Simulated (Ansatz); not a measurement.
Ansatz (a quantum-chemistry and plane-wave program) input (B2PLYP/def2-TZVPD):

Ansatz 0.2 input:
```yaml
crystal:
  periodic: [false, false, false]
  atoms:
    - {symbol: N, position_ang: [0.99986278, 1.61956480, 0.14729895]}
    - {symbol: Si, position_ang: [1.54991677, 0.06991942, -0.01885547]}
    - {symbol: O, position_ang: [0.30202771, -1.07499944, -0.27472914]}
    - {symbol: Si, position_ang: [-1.26002277, -0.60250682, -0.34317110]}
    - {symbol: N, position_ang: [-1.78528155, 0.53121718, 0.85459454]}
    - {symbol: H, position_ang: [1.00196158, 2.19560513, -0.68713074]}
    - {symbol: H, position_ang: [2.18353535, -0.46254474, 1.23473785]}
    - {symbol: H, position_ang: [2.52662167, -0.26678946, -1.12491633]}
    - {symbol: H, position_ang: [-1.57048312, -0.03609471, -1.68434221]}
    - {symbol: H, position_ang: [-2.10698896, -1.82504216, -0.17973816]}
    - {symbol: H, position_ang: [-1.95387186, 0.14190829, 1.77325080]}
    - {symbol: H, position_ang: [-1.05758099, 1.25370301, 0.92108919]}
basis:
  gaussian:
    orbitals: def2-TZVPD
hamiltonian:
  xc: {name: B2PLYP}
total_charge: -1
magnetization: {spin_polarized: false}
correlation: {electrons: outside_noble_gas}
```

End of the output:

```
integrals: 0.64 GiB planned
1778 factors; integrals over basis functions are off by at most 1.0e-3 eV
0.42 GiB of the device are held for the grids
1.51 GiB of device memory are held for the factors and their scratch space
mean field: 1.80 GiB planned
mean field evaluation 1: about -20878.5309 eV, gradient 5.9e1 eV
mean field evaluation 2: about -20878.5908 eV, gradient 5.9e1 eV
mean field evaluation 4: about -20884.7853 eV, gradient 1.0e1 eV
mean field evaluation 8: about -20885.0052 eV, gradient 6.4e-1 eV
mean field evaluation 16: about -20885.0062 eV, gradient 2.2e-4 eV
mean field -20885.00618652 eV, -767.5098209889 hartree, gradient 2.0e-6 eV, S^2 0.000000; 0 other end points of the search recorded, 0 dependent functions left out
13 core orbitals not correlated
reference -20885.00640373 eV, -767.5098289713 hartree; 16, 16 occupied and 234, 234 virtual orbitals, 1778 factors
second order -30.64450393 eV of doubles, -0.00000000 eV of singles
Total energy: -20893.28041979 eV, -767.8138934532 hartree
```

It need not be the lowest isomer of its formula. Whether it binds its extra electron was not tested at this geometry.
